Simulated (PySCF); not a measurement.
Checking a proposed structure

A compound C6H14Si3 gives the data below (simulated from a calculation) and was assigned the structure `[SiH3]C1([SiH3])[SiH2]C=C1C1CC1`.

¹³C{¹H} NMR (computed): δ 124.7 (C), 79.8 (C), 11.8 (CH2), 11.6 (CH2), 3.5 (CH), -0.6 (CH3).

¹H NMR (400 MHz, computed): δ 4.75 (m, 1H), 3.44 (m, 3H), 3.38 (m, 1H), 3.16 (m, 1H), 1.37 (m, 1H), 0.78 (m, 1H), 0.77 (m, 1H), 0.76 (m, 1H), 0.72 (m, 1H), 0.34 (d, 3H).

PySCF 2.14.0 with density-fitted response routines calculation with geometry: GFN2-xTB and shieldings: GIAO PBE0/pcSseg-1; no solvent model, fast rotation and ring inversion assumed for equivalent nuclei, one computed conformer, non-relativistic Hamiltonian.

Referencing at the same level of theory: TMS for ¹H, ¹³C.

**Question.** Compare with the shifts computed for the proposed structure, pairing carbons in order of shift.

**Answer.** Atoms are numbered as in `[SiH3:1][C:2]1([SiH3:3])[SiH2:4][CH:5]=[C:6]1[CH:7]1[CH2:8][CH2:9]1`; H(Xn) means a hydrogen on atom n.

```csv
atom,computed for proposal,given list,difference
C6,187.3,124.7,+62.6
C5,111.4,79.8,+31.6
C8,16.6,11.8,+4.8
C9,16.6,11.6,+5.0
C7,16.6,3.5,+13.1
C2,15.3,-0.6,+15.9
```

The rms difference is 30.0 ppm and the largest +62.6 ppm at C6 (fully substituted alkene carbon). The proposal also would give 5 carbon signals, not 6. The carbon types in order of shift don't match either: C, CH, CH2, CH2, CH, C for the proposal against C, C, CH2, CH2, CH, CH3 in the data. The proposal doesn't fit.

**Question.** Which isomer fits?

**Answer.** SMILES C[Si@H](C#CC1CC1)[SiH2][SiH3].

- Carbon types of the structure: 2 × C, 1 × CH, 2 × CH2, 1 × CH3, leaving 6 H on heteroatoms.
- δC 124.7, 79.8: alkyne carbon.
- δC 11.8, 11.6, 3.5: three-membered-ring carbon; carbons of three-membered rings are unusually shielded.
- δC -0.6: methyl carbon bonded to Si; an electropositive neighbour leaves it electron-rich and shielded.
- δH 1.37, 0.78, 0.77, 0.76, 0.72: hydrogen on a three-membered-ring carbon; cyclopropane-type protons are shielded by the ring.

This is the structure that produced the data.

Shifts are as computed. Against solution values, carbons near 30 ppm lie about +3 ppm off and those near 130 ppm about +5 ppm. Of 1211 compounds with measured shifts, 218 miss one by over three times the rms of a fit or turn the order of signals round; such compounds aren't used in these exercises. Multiplicities follow the n + 1 count of equivalent neighbours, as no J values were calculated; m marks all less simple cases, F and P coupling included.
